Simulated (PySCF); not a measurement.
# What a mistake does to a calculation on AlBH3O2

All numbers below are calculated, not measured. They come from PySCF 2.14.0, an open-source quantum chemistry program, on an isolated molecule that a program drew, which may never have been made. The molecule is AlBH3O2 (charge 0, doublet), drawn as the SMILES string `O[B][AlH][OH]`.

Each row is a Hartree-Fock (HF) and frozen-core CCSD(T) single point in the cc-pV(D+d)Z basis, meant for a local HF minimum. Run 1 is clean. Each other run has one planted mistake out of seven kinds, and not every kind appears here: one electron removed, one electron added, multiplicity raised by two, geometry at a saddle point, minimal basis STO-3G, one bond length entered in bohr, all coordinates scaled. The reference is restricted for singlets and unrestricted otherwise, and also for a bond in bohr. Adding or removing an electron swaps singlet and doublet. Electrons count all cores. HOMO and LUMO are orbital energies over both spins, the gradient is its largest component, and the lowest frequency (negative if imaginary) is given only where the gradient is small. Bond lengths are over the 6 bonds as drawn. T1 is the CCSD diagnostic: over 0.02 (restricted) or 0.045 (unrestricted) a single reference is doubtful.

Geometry of the clean run:
```xyz
7
AlBH3O2, angstrom
O    -1.7825   -1.6951   -0.1559
B    -1.0983   -0.5959   -0.4074
Al    0.2242    0.9270   -0.6524
O     0.2094    2.1649    0.5086
H    -2.6709   -1.6981   -0.4902
H     1.1320    1.0206   -1.9399
H     0.7044    2.9664    0.4996
```

```
run  electrons  basis functions  <S^2>  HOMO (eV)  LUMO (eV)  gradient (hartree/bohr)  lowest frequency (cm^-1)  mean bond (Å)  longest bond (Å)      T1  HF (hartree)  CCSD(T) (hartree)                          mistake
  1         37               80  0.759      -7.01       1.80                  4.2e-05                        58         1.4196             2.032  0.0173    -418.12515         -418.66492                         no fault
  2         36               80  0.000     -17.04      -5.50                  1.0e-01                         -         1.4196             2.032  0.0204    -417.89673         -418.43071             one electron removed
  3         37               80  1.637      -8.53       0.99                  1.5e-02                         -         1.6152             2.493  0.0419    -417.95830         -418.46360  one bond length entered in bohr
  4         37               80  3.758      -7.22      -1.23                  4.5e-02                         -         1.4196             2.032  0.0297    -417.96173         -418.48010                                ?
```

**Which mistake was planted in run 4, and what did it cost?**

Electrons, basis and geometry are unchanged, and <S^2> is 3.758, beside S(S+1) = 3.75 for a multiplicity of 4. So the mistake is: multiplicity raised by two. Subtracting run 1 and multiplying by 627.51 kcal/mol a hartree, the energy moved by 102.5 kcal/mol in HF and 116.0 kcal/mol in CCSD(T).

Cautions from the logs. Run 2: T1 is over the limit, so its CCSD(T) energy is less reliable.
